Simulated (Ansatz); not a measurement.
Two structures of SiH$_{5}$BrO, closed shell, reached by relaxing down either side of one saddle point (PBE0-D4/def2-TZVP). Energies are electronic, without zero-point energy. Computed with Ansatz 0.2.0 (basis: def2-TZVPP and def2-QZVPP); correlated methods freeze the cores. Filled d shells of the heavier atoms are correlated. The def2 sets are not built for correlating such inner shells, so the correlated values are less sure here. Extrapolation: Hartree–Fock as exp(−7.88 √X), correlation as X^−2.97. First:

Si1  (-0.608, -0.737, -0.678)
O2  (-0.137, 0.079, 0.691)
H3  (-0.457, -2.203, -0.494)
H4  (0.289, -0.247, -1.746)
H5  (-2.027, -0.439, -1.004)
H6  (1.240, 1.337, 0.818)
Br7  (2.303, 2.305, 0.904)
H8  (-0.603, -0.095, 1.510)
(Å)

Second:

```
8
angstrom
Si -0.5313 0.1313 -1.1359
O 0.9583 -0.7608 1.5414
H -1.4752 -0.5754 -0.2457
H 0.6930 -0.6484 -1.4026
H -1.2053 0.4931 -2.4058
H 1.1588 0.1802 1.5434
Br 0.0425 2.0682 -0.1753
H 0.3591 -0.8883 2.2805
```

Task: Which bonds change from the first to the second?

Result: SiH₄O ([OH][SiH3]) + HBr → SiH₃Br ([SiH3][Br]) + H₂O; bonds formed: Si1–Br7, O2–H6; bonds broken: Si1–O2, H6–Br7.

Task: Give the saddle point's structure and its height above each. (To be estimated.)

Result: By the calculation: 19.94 kcal/mol above the first and 21.07 kcal/mol above the second (CCSD(T) at an estimated basis limit (MP2 extrapolated from triple and quadruple zeta, plus CCSD(T) − MP2 in triple zeta)).
```csv
atom,x (Å),y (Å),z (Å)
Si1,-0.2694,-0.1500,-0.6991
O2,0.4238,-0.3284,1.0925
H3,-1.0022,-1.4129,-0.3149
H4,0.7662,-0.6039,-1.6449
H5,-1.3971,0.6350,-1.2551
H6,0.7522,0.5615,1.3597
Br7,0.8756,2.0495,-0.2832
H8,-0.1492,-0.7509,1.7449
```

T1 diagnostic: at most 0.009.

Labels in which every atom is bracketed show which atoms are joined, not bond orders.

For scale, one of the runs: CCSD(T)/def2-TZVPP, 191 basis functions, launched by `ansatz run in.yaml --threads 4 --pin off --events-out ev --progress --plain --max-ram 9574MiB`. Time: 61 s of wall clock on 4 CPU threads of an Arm Neoverse V1; the host was shared. Peak host memory: 2.1 GiB.
